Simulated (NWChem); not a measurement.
# ZnI2; SMILES [I][Zn][I]

def2 effective core potentials on I; no spin-orbit coupling.

Task: Give the equilibrium geometry at PBE0/def2-SVP with def2 effective core potentials on I (NWChem) as an XYZ file, with the point group.

Result: point group D*h; any orientation.
```
3

Zn     0.0000     0.0000     0.0000
I      0.0000     0.0000     2.4242
I      0.0000     0.0000    -2.4242
```
